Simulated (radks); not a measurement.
Values are calculated unless marked as measured or tabulated.
Coherent X-ray form factor from a spherical all-electron density. Level of theory: Dirac Kohn-Sham, LDA (Slater exchange, Perdew-Wang correlation), spin-unpolarised, spherical densities, finite nucleus; Fermi nuclear charge, rms radius of each element as measured or else 0.836 A^(1/3) + 0.57 fm (a radial shooting solver on a logarithmic mesh with Libxc functionals).

sin(theta)/lambda (1/angstrom)  f0 (electrons)
0.05                                     6.932
0.1                                      6.735
0.15                                     6.426
0.2                                      6.031
0.25                                     5.580
0.3                                      5.102
0.4                                      4.164
0.5                                      3.359
0.6                                      2.737
0.8                                      1.976
1                                        1.614
1.25                                     1.384
1.5                                      1.224
2                                        0.935

The species is in the configuration that NIST lists as its ground one. Which atom or ion scatters so?

Answer. The neon ion Ne3+, [He] 2s2 2p3. Extrapolating in s^2 from the first two rows gives f0(0) = 7.0, near the electron count 7; among species with that count, the fall with angle is slower the higher Z, and the table is that of Z = 10; from so few rows the species is fixed only to a neighbour or two.
